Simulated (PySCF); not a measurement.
C2H7Al (SMILES C[CH2][AlH2]), singlet, at a GFN2-xTB geometry (such geometries of metal compounds can be far from the true shape); DF-CAMB3LYP/pcseg-2 (PySCF).

The PySCF input:
```python
from pyscf import gto, scf, dft

mol = gto.M(
    atom='''
Al   -0.651650    0.887057    0.566971
H    -1.061192    1.546045    1.909045
H    -1.301563    1.529836   -0.688519
C     0.588972   -0.662527    0.315943
C     0.601131   -0.932932   -1.202559
H     0.284501   -1.580119    0.840142
H     1.619638   -0.477777    0.652853
H     0.927094   -0.044037   -1.745952
H    -0.402788   -1.176182   -1.554934
H     1.265148   -1.756759   -1.463564
''',
    basis='pcseg-2',
    charge=0,
    spin=0,
    verbose=4,
    max_memory=1800,
)

mf = dft.RKS(mol)
mf.xc = 'camb3lyp'
mf = mf.density_fit(auxbasis='def2-universal-jkfit')
mf.kernel()
```

Output, abridged:

```
PySCF version 2.14.0

[INPUT] verbose = 4
[INPUT] num. atoms = 10
[INPUT] num. electrons = 32
[INPUT] charge = 0
[INPUT] spin (= nelec alpha-beta = 2S) = 0
[INPUT] symmetry False subgroup None
[INPUT] Mole.unit = angstrom
[INPUT] Symbol           X                Y                Z      unit          X                Y                Z       unit  Magmom
[INPUT]  1 Al    -0.651650000000   0.887057000000   0.566971000000 AA   -1.231440029073   1.676294786878   1.071419910571 Bohr   0.0
[INPUT]  2 H     -1.061192000000   1.546045000000   1.909045000000 AA   -2.005362245579   2.921601626253   3.607572209470 Bohr   0.0
[INPUT]  3 H     -1.301563000000   1.529836000000  -0.688519000000 AA   -2.459597603867   2.890971055500  -1.301112341559 Bohr   0.0
[INPUT]  4 C      0.588972000000  -0.662527000000   0.315943000000 AA    1.112995775037  -1.251994580130   0.597045740973 Bohr   0.0
[INPUT]  5 C      0.601131000000  -0.932932000000  -1.202559000000 AA    1.135972954986  -1.762985972843  -2.272507158631 Bohr   0.0
[INPUT]  6 H      0.284501000000  -1.580119000000   0.840142000000 AA    0.537628972165  -2.985992154222   1.587638285744 Bohr   0.0
[INPUT]  7 H      1.619638000000  -0.477777000000   0.652853000000 AA    3.060672240938  -0.902867678616   1.233713369601 Bohr   0.0
[INPUT]  8 H      0.927094000000  -0.044037000000  -1.745952000000 AA    1.751953751728  -0.083217869347  -3.299371106637 Bohr   0.0
[INPUT]  9 H     -0.402788000000  -1.176182000000  -1.554934000000 AA   -0.761159006261  -2.222661852643  -2.938399401774 Bohr   0.0
[INPUT] 10 H      1.265148000000  -1.756759000000  -1.463564000000 AA    2.390783227041  -3.319793376865  -2.765735125773 Bohr   0.0

nuclear repulsion = 97.6138134744552
number of shells = 33
number of NR pGTOs = 276
number of NR cGTOs = 192
basis = pcseg-2
ecp = {}

******** <class 'pyscf.df.df_jk.DFRKS'> ********
method = DFRKS
initial guess = minao
damping factor = 0
level_shift factor = 0
DIIS = <class 'pyscf.scf.diis.CDIIS'>
diis_start_cycle = 1
diis_space = 8
diis_damp = 0
SCF conv_tol = 1e-09
SCF conv_tol_grad = None
SCF max_cycles = 50
direct_scf = False
XC library pyscf.dft.libxc version 7.1.2
    S. Lehtola, C. Steigemann, M. J. T. Oliveira, and M. A. L. Marques,  SoftwareX 7, 1–5 (2018)
XC functionals = camb3lyp
    T. Yanai, D. P. Tew, and N. C. Handy,  Chem. Phys. Lett. 393, 51 (2004)
radial grids:
    Treutler-Ahlrichs [JCP 102, 346 (1995); DOI:10.1063/1.469408] (M4) radial grids

becke partition: Becke, JCP 88, 2547 (1988); DOI:10.1063/1.454033
pruning grids: <function nwchem_prune>
grids dens level: 3
symmetrized grids: False
atomic radii adjust function: <function treutler_atomic_radii_adjust>
small_rho_cutoff = 0
Set gradient conv threshold to 3.16228e-05
Initial guess from minao.
tot grids = 116072
******** <class 'pyscf.df.df.DF'> ********
auxbasis = def2-universal-jkfit
Create RSH-DF object <pyscf.df.df.DF object> for omega=0.33
******** <class 'pyscf.df.df.DF'> ********
auxbasis = auxmol.basis = def2-universal-jkfit
init E= -322.704669413834
  HOMO = -0.308145026323098  LUMO = -0.0551712511040492  gap/eV = 6.88377
cycle= 1 E= -322.797448981319  delta_E= -0.0928  |g|= 0.323  |ddm|= 2.14
  HOMO = -0.287153927558345  LUMO = -0.0206987447177855  gap/eV = 7.25061
cycle= 2 E= -322.804966147065  delta_E= -0.00752  |g|= 0.284  |ddm|= 0.514
  HOMO = -0.332872346891236  LUMO = -0.0212657343001688  gap/eV = 8.47925
cycle= 3 E= -322.825451492488  delta_E= -0.0205  |g|= 0.0312  |ddm|= 0.216
  HOMO = -0.327926939646737  LUMO = -0.0191972701717162  gap/eV = 8.40096
cycle= 4 E= -322.82573412631  delta_E= -0.000283  |g|= 0.0075  |ddm|= 0.0417
  HOMO = -0.329193325905868  LUMO = -0.0198037865710887  gap/eV = 8.41892
cycle= 5 E= -322.825747357523  delta_E= -1.32e-05  |g|= 0.00236  |ddm|= 0.00999
  HOMO = -0.329104321618932  LUMO = -0.0197595033081619  gap/eV = 8.41770
cycle= 6 E= -322.825748756933  delta_E= -1.4e-06  |g|= 0.000578  |ddm|= 0.00238
  HOMO = -0.329099503107329  LUMO = -0.0197328561600756  gap/eV = 8.41830
cycle= 7 E= -322.825748851896  delta_E= -9.5e-08  |g|= 7.65e-05  |ddm|= 0.00078
  HOMO = -0.329103272414164  LUMO = -0.0197399426742084  gap/eV = 8.41820
cycle= 8 E= -322.825748854776  delta_E= -2.88e-09  |g|= 2e-05  |ddm|= 0.000209
  HOMO = -0.329102743607837  LUMO = -0.0197377624732606  gap/eV = 8.41825
cycle= 9 E= -322.825748854958  delta_E= -1.82e-10  |g|= 3.46e-06  |ddm|= 5.25e-05
  HOMO = -0.329103566866438  LUMO = -0.0197378369351284  gap/eV = 8.41827
Extra cycle  E= -322.825748854964  delta_E= -6.76e-12  |g|= 1.88e-06  |ddm|= 1.26e-05
converged SCF energy = -322.825748854964
```
